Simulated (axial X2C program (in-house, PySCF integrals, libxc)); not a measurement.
**Density and ELF of GeS**

All values were computed with an axial X2C code built on PySCF integrals. Two-component (2c) means X2C with spin–orbit coupling and atomic mean-field two-electron Coulomb and Gaunt terms. Basis: Ge dyall-cv3z [9s9p7d4f1g], S dyall-av3z [9s8p3d2f] (cores contracted in-house); Gaussian nuclei, density fitting, unrestricted open shells. Masses: Ge 73.921 u, S 31.972 u.

PBE0, 2c, state Ω = 0 (closed shell); Ge at z = 0, S at z = 2.016 Å.

The maps cover the half plane through the axis: z from -2.4 to 4.2 Å along the bond, ρ from 0.15 to 2.25 Å away from it (steps of 0.3 Å, the bottom row nearest the axis).

log10 of the density in e/bohr³:

digits 0 to 9 span -4.47 to 1.38 evenly
```
00011122222222222211000
01112222333333333222110
01223333333333433332210
12233444444444444433221
12334445555555555443321
22344555655555666554322
22344567876566666654332
23345568986666897654432
```

Electron localisation function (collinear form, no current term, damped to 0 at low density):

digits 0 to 9 span 0.00 to 1.00 evenly
```
00000010000111111000000
00013332111233333210000
00256665322345555432000
02688876433466777654200
15899875334577888875310
37999842112578778887520
58999624641585002887631
58998427272471881788631
```

Occupations by symmetry block were frozen at the best pattern of an incomplete PBE0 search.
